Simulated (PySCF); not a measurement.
C₂H₅Cl₂Sb, SMILES [Cl][Sb]([CH2]C)[Cl].

Coordinates come from a PBE-D3(BJ)/def2-SVP optimisation. The structure was generated by enumeration; whether it is a known compound was not checked. The def2 effective core potentials stand for the cores of Sb; spin–orbit coupling is left out. The values are those of a single conformer.

The numbers are results of PySCF with PBE-D3(BJ)/def2-SVP, not measurements.

Frequencies are harmonic and unscaled.

Computed normal modes with their intensities:
```csv
mode,ν (cm⁻¹),IR (km/mol),moving atoms (share of kinetic energy)
1,61,0.9,"C 40 %, H 38 %, Cl 15 %"
2,96,0.8,"Cl 48 %, C 27 %, H 12 %, Sb 12 %"
3,112,1.6,"Cl 76 %, Sb 10 %, C 10 %"
4,141,3.0,"H 34 %, Cl 30 %, C 19 %, Sb 17 %"
5,231,0.3,"H 53 %, C 39 %"
6,250,0.2,"H 51 %, C 40 %"
7,344,51.8,"Cl 74 %, Sb 25 %"
8,350,29.7,"Cl 78 %, Sb 21 %"
9,479,15.7,"C 68 %, H 22 %, Sb 10 %"
10,669,8.7,"H 82 %, C 17 %"
11,913,2.6,"H 91 %, C 9 %"
12,935,5.3,"H 84 %, C 15 %"
13,1027,4.0,"C 75 %, H 25 %"
14,1153,17.8,"H 68 %, C 32 %"
15,1190,0.5,"H 76 %, C 24 %"
16,1340,3.9,"H 82 %, C 18 %"
17,1378,1.6,"H 89 %, C 11 %"
18,1420,5.8,H 97 %
19,1428,6.8,H 97 %
20,2962,29.6,H 97 %
21,2990,6.5,H 95 %
22,3041,10.9,"H 91 %, C 9 %"
23,3056,1.8,"H 91 %, C 9 %"
24,3068,8.1,"H 90 %, C 10 %"
```
